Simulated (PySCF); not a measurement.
H3ClMgSi, singlet, geometry from GFN2-xTB (such geometries of metal compounds can be far from the true shape). Base run: PySCF with HF/cc-pVDZ, polarisability.

PySCF was given this input:
```python
from pyscf import gto, scf
from pyscf.prop import polarizability

mol = gto.Mole()
mol.atom = '''
    Mg    0.51659587    0.05768060   -0.51003876
    Cl   -0.76204294    1.76175544   -0.90280659
    Si    0.40949217   -1.73194106    1.18868704
    H     0.39867677   -3.12075333    0.68626367
    H    -0.85862766   -1.56527193    1.93581876
    H     1.48264016   -1.70880973    2.20447611
'''
mol.basis = 'cc-pvdz'
mol.verbose = 4
mol.build()

mf = scf.RHF(mol)
mf.kernel()
alpha = mf.Polarizability().polarizability()[2, 2]
print('alpha_zz =', alpha)
```

The base run was repeated with changes; each row names its change, and settings that it needs were set with it.

| change | alpha_zz (bohr³) | basis functions | core-seconds (rough) |
|---|---|---|---|
| base | 60.77 | 69 | 2 |
| finite field (a.u.) = 0.05; conv_tol = 1e-11 | 67.53 | 69 | 2 |
| finite field (a.u.) = 0.001; conv_tol = 1e-11 | 60.77 | 69 | 2 |
| finite field (a.u.) = 2e-4; conv_tol = 1e-11 | 60.77 | 69 | 2 |
| functional = pbe | 70.73 | 69 | 20 |
| basis = def2-SVP | 60.75 | 69 | 2 |
| basis = 6-31+G* | 61.65 | 72 | 4 |
| functional = camb3lyp | 65.29 | 69 | 40 |
| functional = lda,vwn | 71.58 | 69 | 10 |
| basis = 6-31G | 55.22 | 45 | 2 |
| finite field (a.u.) = 0.02; conv_tol = 1e-11 | 61.73 | 69 | 3 |
| basis = def2-TZVP | 67.18 | 124 | 20 |

Finite-field rows take the second difference of the energy in a field along z; a small field with loose convergence shows SCF noise divided by the square of the field, and a large one adds hyperpolarisability.
